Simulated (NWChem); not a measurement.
All runs are NWChem calculations. System: F₂Si (+1), charge 1, spin multiplicity 2, at a geometry optimised with UPBE/def2-SVP. The structure started from a generated list of species. Its SCF solution wasn't tested for a lower state. Level: UCCSD(T)/def2-SVP, 7 core orbitals frozen.

Input file:

```
start mol
memory heap 100 mb stack 700 mb global 1900 mb
charge 1
geometry units angstroms nocenter noautoz
  F      1.373915     0.000000     0.345377
  Si     0.000000     0.000000    -0.444056
  F     -1.373915     0.000000     0.345377
  symmetry group C2v
end
basis spherical
  * library def2-svp
end
scf
  uhf
  nopen 1
  maxiter 100
  thresh 1e-7
  semidirect memsize 60000000 filesize 0
  # guess.movecs holds the orbitals of an unrestricted PBE0 run
  vectors input guess.movecs output mol.movecs
end
tce
  freeze core 7
  ccsd(t)
  thresh 1e-6
  maxiter 100
  tilesize 24
end
task tce energy
```

Part of the output:

```
             Northwest Computational Chemistry Package (NWChem) 7.3.0
             --------------------------------------------------------

                                NWChem Input Module
                                -------------------

 Scaling coordinates for geometry "geometry" by  1.889725989
 (inverse scale =  0.529177249)

 Turning off AUTOSYM since
 SYMMETRY directive was detected!

                             Geometry "geometry" -> ""
                             -------------------------

 Output coordinates in angstroms (scale by  1.889725989 to convert to a.u.)

  No.       Tag          Charge          X              Y              Z
 ---- ---------------- ---------- -------------- -------------- --------------
    1 F                    9.0000     1.37391500     0.00000000     0.34537700
    2 Si                  14.0000     0.00000000     0.00000000    -0.44405600
    3 F                    9.0000    -1.37391500     0.00000000     0.34537700

 Effective nuclear repulsion energy (a.u.)      99.7562448612

            Nuclear Dipole moment (a.u.)
            ----------------------------
        X                 Y               Z
 ---------------- ---------------- ----------------
     0.0000000000     0.0000000000     0.0000037795

      Symmetry information
      --------------------

 Group name             C2v
 Group number             16
 Group order               4
 No. of unique centers     2

      Symmetry unique atoms

     1    2


 Summary of "ao basis" -> "" (spherical)
 ------------------------------------------------------------------------------
       Tag                 Description            Shells   Functions and Types
 ---------------- ------------------------------  ------  ---------------------
 *                          def2-svp                  on all atoms

 Summary of "ao basis" -> "ao basis" (spherical)
 ------------------------------------------------------------------------------
       Tag                 Description            Shells   Functions and Types
 ---------------- ------------------------------  ------  ---------------------
 F                          def2-svp                 6       14   3s2p1d
 Si                         def2-svp                 8       18   4s3p1d

                                 NWChem SCF Module
                                 -----------------

  ao basis        = "ao basis"
  functions       =    46
  atoms           =     3
  alpha electrons =    16
  beta  electrons =    15
  charge          =   1.00
  wavefunction    = UHF
  use symmetry    = T
  symmetry adapt  = T

 Summary of "ao basis" -> "ao basis" (spherical)
 ------------------------------------------------------------------------------
       Tag                 Description            Shells   Functions and Types
 ---------------- ------------------------------  ------  ---------------------
 F                          def2-svp                 6       14   3s2p1d
 Si                         def2-svp                 8       18   4s3p1d

      Symmetry analysis of basis
      --------------------------

        a1         19
        a2          5
        b1         14
        b2          8

 Forming initial guess at       0.0s

   Symmetry analysis of molecular orbitals - initial alpha
   -------------------------------------------------------

  Numbering of irreducible representations:

     1 a1          2 a2          3 b1          4 b2

  Orbital symmetries:

     1 a1          2 a1          3 b1          4 a1          5 b2
     6 a1          7 b1          8 a1          9 b1         10 a1
    11 b1         12 a1         13 b2         14 a2         15 b1
    16 a1         17 b2         18 a1         19 b1         20 a1
    21 b2         22 a1         23 b2         24 a1         25 b1
    26 a2

   Symmetry analysis of molecular orbitals - initial beta
   ------------------------------------------------------

  Numbering of irreducible representations:

     1 a1          2 a2          3 b1          4 b2

  Orbital symmetries:

     1 a1          2 a1          3 b1          4 a1          5 b2
     6 b1          7 a1          8 a1          9 b1         10 a1
    11 b1         12 b2         13 a1         14 a2         15 b1
    16 a1         17 b2         18 a1         19 b1         20 a1
    21 b2         22 a1         23 b1         24 b2         25 a1
    26 a2

 Starting SCF solution at       0.0s

 ----------------------------------------------
         Quadratically convergent UHF

 Convergence threshold     :          1.000E-07
 Maximum no. of iterations :          100
 Integral*density screening:          1.000E-09
 ----------------------------------------------

              iter       energy          gnorm     gmax       time
             ----- ------------------- --------- --------- --------
                 1     -487.2521406542  3.94D-01  8.68D-02      0.1
                 2     -487.2725650030  3.64D-02  1.31D-02      0.1
                 3     -487.2730666145  1.02D-03  3.78D-04      0.2
                 4     -487.2730669452  5.74D-07  1.64D-07      0.2
                 5     -487.2730669452  3.69D-09  1.43D-09      0.2

       Final UHF  results
       ------------------

         Total SCF energy =   -487.273066945199
      One electron energy =   -867.580195458760
      Two electron energy =    280.550883652325
 Nuclear repulsion energy =     99.756244861236

                       Sz =      0.5000
                 Sz(Sz+1) =      0.7500
                      S^2 =      0.7546

        Time for solution =      0.2s

       Symmetry analysis of molecular orbitals - alpha
[...]
  ----- ------------  ---------------      ----- ------------  ---------------
     6      0.420814  1 F  pz                38      0.420814  3 F  pz
     9     -0.277921  1 F  pz                41     -0.277921  3 F  pz
     4     -0.152762  1 F  px                36      0.152762  3 F  px

 Vector   14  Occ=1.000000D+00  E=-9.509399D-01  Symmetry=a2
              MO Center=  1.8D-15, -7.8D-15,  3.2D-01, r^2= 2.3D+00
   Bfn.  Coefficient  Atom+Function         Bfn.  Coefficient  Atom+Function
  ----- ------------  ---------------      ----- ------------  ---------------
     5      0.463559  1 F  py                37     -0.463559  3 F  py
     8     -0.324989  1 F  py                40      0.324989  3 F  py

 Vector   15  Occ=1.000000D+00  E=-9.430181D-01  Symmetry=b1
              MO Center= -8.5D-14,  6.2D-15,  3.1D-01, r^2= 2.3D+00
   Bfn.  Coefficient  Atom+Function         Bfn.  Coefficient  Atom+Function
  ----- ------------  ---------------      ----- ------------  ---------------
     6      0.367028  1 F  pz                38     -0.367028  3 F  pz
     4     -0.292984  1 F  px                36     -0.292984  3 F  px
     9     -0.266330  1 F  pz                41      0.266330  3 F  pz
     7      0.193452  1 F  px                39      0.193452  3 F  px

 Vector   16  Occ=0.000000D+00  E=-3.218617D-01  Symmetry=a1
              MO Center= -6.5D-16,  7.4D-18, -9.1D-01, r^2= 2.0D+00
   Bfn.  Coefficient  Atom+Function         Bfn.  Coefficient  Atom+Function
  ----- ------------  ---------------      ----- ------------  ---------------
    18      0.618907  2 Si s                 17      0.446877  2 Si s
    16      0.312305  2 Si s                 27     -0.227418  2 Si pz
    24     -0.200743  2 Si pz

 Vector   17  Occ=0.000000D+00  E=-1.961148D-01  Symmetry=b2
              MO Center= -9.2D-16,  7.6D-17, -4.7D-01, r^2= 2.6D+00
   Bfn.  Coefficient  Atom+Function         Bfn.  Coefficient  Atom+Function
  ----- ------------  ---------------      ----- ------------  ---------------
    26      0.763269  2 Si py                23      0.399479  2 Si py
    20     -0.205971  2 Si py                 8     -0.189919  1 F  py
    40     -0.189919  3 F  py                 5      0.172674  1 F  py
    37      0.172674  3 F  py

 Vector   18  Occ=0.000000D+00  E=-7.823105D-02  Symmetry=a1
              MO Center= -1.4D-16,  5.4D-17,  1.2D-01, r^2= 2.9D+00
   Bfn.  Coefficient  Atom+Function         Bfn.  Coefficient  Atom+Function
  ----- ------------  ---------------      ----- ------------  ---------------
    27      0.926767  2 Si pz                18      0.612474  2 Si s
     3     -0.358222  1 F  s                 35     -0.358222  3 F  s
    24      0.250808  2 Si pz                 7      0.197220  1 F  px
    39     -0.197220  3 F  px                 4     -0.177239  1 F  px
    36      0.177239  3 F  px                32     -0.154591  2 Si d  2

 center of mass
 --------------
 x =   0.00000000 y =   0.00000000 z =   0.02004758

 moments of inertia (a.u.)
 ------------------
          35.859502964962           0.000000000000           0.000000000000
           0.000000000000         291.991847318672           0.000000000000
           0.000000000000           0.000000000000         256.132344353711

  Mulliken analysis of the total density
  --------------------------------------

    Atom       Charge   Shell Charges
 -----------   ------   -------------------------------------------------------
    1 F    9     9.31   1.99  1.14  0.80  3.31  2.07  0.01
    2 Si  14    12.37   2.00  1.99  0.96  0.10  5.94  0.80  0.23  0.34
    3 F    9     9.31   1.99  1.14  0.80  3.31  2.07  0.01

  Mulliken analysis of the alpha density
  --------------------------------------

    Atom       Charge   Shell Charges
 -----------   ------   -------------------------------------------------------
    1 F    9     4.69   1.00  0.57  0.40  1.69  1.03  0.00
    2 Si  14     6.62   1.00  1.00  0.68  0.13  2.97  0.50  0.17  0.19
    3 F    9     4.69   1.00  0.57  0.40  1.69  1.03  0.00

   Mulliken analysis of the beta density
   -------------------------------------

    Atom       Charge   Shell Charges
 -----------   ------   -------------------------------------------------------
    1 F    9     4.62   1.00  0.56  0.41  1.62  1.04  0.00
    2 Si  14     5.75   1.00  0.99  0.28 -0.02  2.97  0.30  0.07  0.16
    3 F    9     4.62   1.00  0.56  0.41  1.62  1.04  0.00

   Mulliken analysis of the spin density
   -------------------------------------

    Atom       Charge   Shell Charges
 -----------   ------   -------------------------------------------------------
    1 F    9     0.07   0.00  0.01 -0.01  0.07 -0.01  0.00
    2 Si  14     0.87   0.00  0.00  0.39  0.15  0.00  0.20  0.10  0.03
    3 F    9     0.07   0.00  0.01 -0.01  0.07 -0.01  0.00

       Multipole analysis of the density wrt the origin
       ------------------------------------------------

     L   x y z        total         alpha         beta         nuclear
     -   - - -        -----         -----         ----         -------
     0   0 0 0      1.000000    -16.000000    -15.000000     32.000000

     1   1 0 0      0.000000      0.000000      0.000000      0.000000
     1   0 1 0     -0.000000     -0.000000      0.000000      0.000000
     1   0 0 1     -1.436181      0.191731     -1.627915      0.000004

     2   2 0 0    -16.138753    -69.710086    -67.764733    121.336065
     2   1 1 0     -0.000000     -0.000000     -0.000000      0.000000
     2   1 0 1     -0.000000     -0.000000      0.000000      0.000000
     2   0 2 0    -11.607275     -6.560743     -5.046532      0.000000
     2   0 1 1      0.000000     -0.000000      0.000000      0.000000
     2   0 0 2    -12.186914    -17.382588    -12.330164     17.525838

                   NWChem Extensible Many-Electron Theory Module
                   ---------------------------------------------


            General Information
            -------------------
      Number of processors :     1
         Wavefunction type : Unrestricted Hartree-Fock
          No. of electrons :    31
           Alpha electrons :    16
            Beta electrons :    15
           No. of orbitals :    92
            Alpha orbitals :    46
             Beta orbitals :    46
        Alpha frozen cores :     7
         Beta frozen cores :     7
     Alpha frozen virtuals :     0
      Beta frozen virtuals :     0
         Spin multiplicity : doublet
    Number of AO functions :    46
       Number of AO shells :    20
        Use of symmetry is : on
      Symmetry adaption is : on
         Schwarz screening : 0.10D-09

          Correlation Information
          -----------------------
          Calculation type : Coupled-cluster singles & doubles w/ perturbation
   Perturbative correction : (T)
            Max iterations :      100
        Residual threshold : 0.10D-05
     T(0) DIIS level shift : 0.00D+00
     L(0) DIIS level shift : 0.00D+00
     T(1) DIIS level shift : 0.00D+00
     L(1) DIIS level shift : 0.00D+00
     T(R) DIIS level shift : 0.00D+00
     T(I) DIIS level shift : 0.00D+00
   CC-T/L Amplitude update :  5-th order DIIS
                I/O scheme : Global Array Library
        L-threshold :  0.10D-05
        EOM-threshold :  0.10D-05
 no EOMCCSD initial starts read in
 TCE RESTART OPTIONS
 SLICE:      F
 D4D5:       F
 quantumc:   F
 qrotation:  F
 pwtce:      F
 qducc:      F
 nacto:                         0
 nrotv:                         0
 nrot:                          0

            Memory Information
            ------------------
          Available GA space size is     249032568 doubles
          Available MA space size is     104854860 doubles

 Maximum block size supplied by input
 Maximum block size        24 doubles

 tile_dim =     12

 -------------------------------------------------

 Global array virtual files algorithm will be used

 Parallel file system coherency ......... OK


 half-transformed integrals in memory

 2-e (intermediate) file size =         7048396
 2-e (intermediate) file name = ./mol.v2i

 2-e integrals stored in memory



CCSD iterations
 ---------------------------------------------------------
 Iter          Residuum       Correlation     Cpu    Wall
 ---------------------------------------------------------
    1   0.1642474150668  -0.4347747911205     0.1     0.1
    2   0.0419796329221  -0.4308480612963     0.1     0.1
    3   0.0151035171938  -0.4376488928251     0.1     0.1
    4   0.0078659357725  -0.4382856593760     0.1     0.1
    5   0.0034905629312  -0.4391565502447     0.1     0.1
    6   0.0016514578881  -0.4394155856458     0.1     0.1
    7   0.0011121040010  -0.4395312656402     0.1     0.1
    8   0.0006356213379  -0.4395617111152     0.1     0.1
    9   0.0004738299836  -0.4395638621867     0.1     0.1
   10   0.0003069755939  -0.4395786659326     0.1     0.1
   11   0.0000656105289  -0.4395951587697     0.1     0.1
   12   0.0000346112644  -0.4395960858497     0.1     0.1
   13   0.0000216288723  -0.4395971313250     0.1     0.1
   14   0.0000143926350  -0.4395965956580     0.1     0.1
   15   0.0000096149379  -0.4395966233982     0.1     0.1
   16   0.0000019721068  -0.4395962841300     0.1     0.1
   17   0.0000015123657  -0.4395963171341     0.1     0.1
   18   0.0000007604238  -0.4395963996193     0.1     0.1
 -----------------------------------------------------------------
 Iterations converged
 CCSD correlation energy / hartree =        -0.439596399619321
 CCSD total energy / hartree       =      -487.712663344818282

 Singles contributions

 Doubles contributions
 CCSD(T)
 Using plain CCSD(T) code
             total no. of tasks         1000
 total no. of tasks / no. procs         1000
                         wl_min           64           2.0
                         wl_max        85184           6.6
        thresh for no. of tasks         1000

 CCSD[T]  correction energy / hartree =        -0.011552834629757
 CCSD[T] correlation energy / hartree =        -0.451149234249078
 CCSD[T] total energy / hartree       =      -487.724216179448035
 CCSD(T)  correction energy / hartree =        -0.009135447864756
 CCSD(T) correlation energy / hartree =        -0.448731847484077
 CCSD(T) total energy / hartree       =      -487.721798792683046

 Task  times  cpu:        3.5s     wall:        3.5s

 Total times  cpu:        3.6s     wall:        3.6s
```
